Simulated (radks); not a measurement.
Results of a calculation; reference values are marked as such.
All-electron atom: the aluminium ion Al+ in [Ne] 3s1.5 3p0.5 (fractional occupations, a model configuration).

Level of theory: non-relativistic Kohn-Sham, BLYP, spin-polarised, spherical densities, point nucleus; open shells are filled with parallel spins first (a radial shooting solver on a logarithmic mesh with Libxc functionals).

Energy parts (Ry):
| part | energy |
|---|---|
| total | -484.14164 |
| kinetic | 483.42166 |
| electron-nucleus | -1148.40929 |
| Hartree | 217.54271 |
| exchange-correlation | -36.69672 |

Orbitals (lengths in bohr, moments of r in powers of bohr; <r^-3> diverges for s and p1/2):
| orbital | occ. | eigenvalue (Ry) | <r^-3> | <r> |
|---|---|---|---|---|
| 1s up | 1 | -111.5838 | - | 0.1205 |
| 1s down | 1 | -111.5766 | - | 0.1205 |
| 2s up | 1 | -8.57496 | - | 0.6282 |
| 2s down | 1 | -8.56601 | - | 0.6281 |
| 2p up | 3 | -5.79481 | 35.66 | 0.6035 |
| 2p down | 3 | -5.78475 | 35.66 | 0.6031 |
| 3s up | 1 | -1.14067 | - | 2.348 |
| 3s down | 0.5 | -1.06827 | - | 2.367 |
| 3p up | 0.5 | -0.71023 | 2.091 | 2.842 |
| 3p down | 0 | -0.64555 | 1.991 | 2.938 |

The highest occupied level is 3p up at -9.663 eV. Summed over all electrons, <r^2> = 18.08 bohr^2, which gives a Langevin (diamagnetic) susceptibility term of -14.3 x 10^-6 cm^3/mol. The spin density at the nucleus is 1.798 e/bohr^3 (1s 0.008, 2s 0.020, 3s 1.771), a Fermi contact field of 94.3 T. The electron density at the nucleus is 1407 e/bohr^3.
